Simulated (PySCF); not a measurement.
PySCF job for 1-hydroxysilylpropan-2-one (C₃H₈O₂Si), SMILES CC(=O)C[SiH2]O, SMD-B3LYP/6-31G*. The structure is a stationary point at PBE0-D3(BJ)/def2-SVP. One conformer was computed; it need not be the lowest.

```python
import numpy as np
from pyscf import gto, scf, dft
from pyscf.solvent import smd

mol = gto.M(
    atom='''
    C     2.54374122    0.13745545   -0.23787365
    C     1.10749948    0.51279736   -0.00691113
    O     0.57915902    1.41335934   -0.63348999
    C     0.32647390   -0.28459829    0.99974810
    Si   -1.25472685   -0.94879552    0.17375744
    O    -2.02077410    0.35967151   -0.49097085
    H     2.60447872   -0.91931406   -0.54470767
    H     2.98260913    0.77793486   -1.01251095
    H     3.11463348    0.22929625    0.69962554
    H     0.92266659   -1.07216116    1.48323768
    H    -0.03381168    0.40959880    1.77844458
    H    -0.85882269   -1.97571533   -0.84080421
    H    -2.13297244   -1.58725252    1.19310250
    H    -1.36597231    1.04257639   -0.72308470
    ''',
    basis='6-31G*',
    charge=0,
    spin=0,
    max_memory=1600,
    verbose=3,
)
mf = dft.RKS(mol, xc='b3lyp').density_fit(auxbasis='def2-universal-jkfit')
mf.grids.level = 3
mf.conv_tol = 1e-9
mf.max_cycle = 100
mf.kernel()
res = {}
for name in ['water', '2-propanol', 'dimethylsulfoxide']:
    s = mf.SMD()
    s.with_solvent.solvent, s.with_solvent.sasa_ng = name, 194
    s.kernel(mf.make_rdm1())
    res[name] = (s.e_tot, s.with_solvent.get_cds(), s.dip_moment(), s.mo_energy, s.converged)
    print(f'SMD {name}: dG(solv) = {(s.e_tot - mf.e_tot) * 627.509474:.3f} kcal/mol, of which CDS {res[name][1] * 627.509474:.3f}')
```

It prints:

```
converged SCF energy = -559.112137777745
converged SCF energy = -559.120411903869
Dipole moment(X, Y, Z, Debye):  4.00038, -2.05990,  2.39483
SMD water: dG(solv) = -5.192 kcal/mol, of which CDS 4.001
converged SCF energy = -559.123557548346
Dipole moment(X, Y, Z, Debye):  3.88211, -1.91804,  2.28629
SMD 2-propanol: dG(solv) = -7.166 kcal/mol, of which CDS 0.440
converged SCF energy = -559.122078514736
Dipole moment(X, Y, Z, Debye):  3.78634, -1.78681,  2.20834
SMD dimethylsulfoxide: dG(solv) = -6.238 kcal/mol, of which CDS -1.179
```

The run converged.
